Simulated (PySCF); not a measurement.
C₄H₁₂AlNO₂.
Z-matrix (Å and degrees, PBE0-D3(BJ)/def2-SVP geometry), rows numbered from 1:
```
C 
N   1  1.4700
C   2  1.4695  1  110.77
Al  2  2.1117  1  108.78  3   117.80
C   2  1.4572  1  111.43  3  -120.88
O   5  1.4064  2  107.32  1   -64.29
C   6  1.3382  5  116.17  2  -167.03
O   7  1.1945  6  124.73  5    -2.88
H   1  1.0963  2  109.25  3   178.19
H   1  1.1042  2  110.76  3    57.13
H   1  1.0984  2  108.88  3   -63.11
H   3  1.1042  2  110.92  1   -64.07
H   3  1.0966  2  109.01  1    56.62
H   3  1.0990  2  109.55  1   174.94
H   4  1.6100  2   97.16  1   -77.32
H   4  1.6017  2  104.10  1    41.96
H   4  1.6098  2   97.59  1   164.15
H   5  1.1068  2  110.90  1    55.79
H   5  1.0997  2  109.24  1   176.06
H   7  1.1077  6  109.13  5   177.30
```

All values: PBE0/pcSseg-1 and PBE0/def2-SVPD (PySCF, non-relativistic), on one gas-phase PBE0-D3(BJ)/def2-SVP geometry that isn't relaxed in the solvent. The solvent is an IEF-PCM continuum (cavity from Bondi-type radii × 1.2). The model holds no explicit solvent molecules, cavitation or dispersion.

Gas phase at PBE0/pcSseg-1: HOMO -7.38 eV, LUMO -0.37 eV, dipole 4.82 D.

Q: What does the continuum do to the energy, the frontier levels and the dipole at PBE0/pcSseg-1 in chloroform and dichloromethane?

A: 
| solvent | ε | E(solvent) − E(gas) (kcal/mol) | polarisation term (kcal/mol) | distortion of the solute (kcal/mol) | HOMO (eV) | LUMO (eV) | dipole (D) |
| --- | --- | --- | --- | --- | --- | --- | --- |
| chloroform | 4.711 | -9.03 | -10.09 | 1.06 | -7.74 | -0.20 | 5.72 |
| dichloromethane | 8.93 | -10.74 | -12.26 | 1.52 | -7.82 | -0.18 | 5.91 |

The polarisation term is half the interaction of the solute with the surface charges that it induces; the rest is the cost of distorting the solute's density. The sum is the electrostatic part of solvation alone. From chloroform to dichloromethane the lowering changes by a factor 1.19, Onsager's factor (ε − 1)/(2ε + 1) by 1.18 and ε itself by 1.9.

Q: Which radius a makes the point-dipole formula ΔE = −[(ε − 1)/(2ε + 1)]·μ²/a³ give the value in dichloromethane, with the gas-phase dipole?

A: μ = 1.896 au and |ΔE| = 0.01712 Eh give a = 2.36 Å; the farthest nucleus lies 3.72 Å from the centroid of the nuclei, so such a sphere wouldn't even hold the nuclei. The formula assumes a rigid point dipole at the centre of a sphere.

Q: Which IAO charges (PBE0/pcSseg-1) respond most in chloroform (means over atoms taken as equivalent)?

A: 
```csv
atoms,environment,gas (e),solvent (e),change
O8,ester carbonyl oxygen,-0.432,-0.460,-0.028
Al4,aluminium bonded to N and 3 H,+0.394,+0.421,+0.027
H15/H16/H17,Al–H hydrogen,-0.228,-0.244,-0.016
H20,formyl hydrogen,+0.141,+0.155,+0.014
H18/H19,methylene hydrogen,+0.154,+0.162,+0.008
C7,ester carbonyl carbon,+0.407,+0.414,+0.007
H9 (×6),methyl hydrogen,+0.158,+0.162,+0.004
C5,sp3 carbon bound to oxygen,+0.041,+0.037,-0.004
```

Q: Which Mayer bond orders change most in chloroform?

A: 
```csv
bond,length (Å),gas,solvent,change
N2–Al4,2.112,0.306,0.341,+0.035
C7–O8,1.195,1.972,1.948,-0.024
Al4–H16,1.602,0.884,0.863,-0.021
Al4–H15,1.610,0.860,0.848,-0.012
Al4–H17,1.610,0.861,0.849,-0.012
O6–C7,1.338,1.092,1.103,+0.011
C5–O6,1.406,0.852,0.842,-0.010
C1–N2,1.470,0.895,0.889,-0.006
```

Gas phase at PBE0/def2-SVPD: HOMO -7.39 eV, LUMO -0.58 eV, dipole 4.64 D.

Q: What does the continuum do to the energy, the frontier levels and the dipole at PBE0/def2-SVPD in chloroform?

A: 
```
   solvent      ε  E(solvent) − E(gas) (kcal/mol)  polarisation term (kcal/mol)  distortion of the solute (kcal/mol)  HOMO (eV)  LUMO (eV)  dipole (D)
chloroform  4.711                           -8.86                        -10.07                                 1.21      -7.72      -0.41        5.68
```

Q: How does the static polarisability (PBE0/def2-SVPD, frozen core, with the continuum's full static response) change?

A: 
```csv
medium,isotropic (au),principal values (au),⟨r²⟩ of the electrons (bohr²)
gas,97.3,"88.8, 96.0, 107.2",1384.5
chloroform,120.7,"110.7, 120.0, 131.4",1385.7
```

The isotropic value in chloroform is 1.24 times the gas-phase one; no cavity-field correction is applied. ⟨r²⟩ is taken about the centre of nuclear charge.
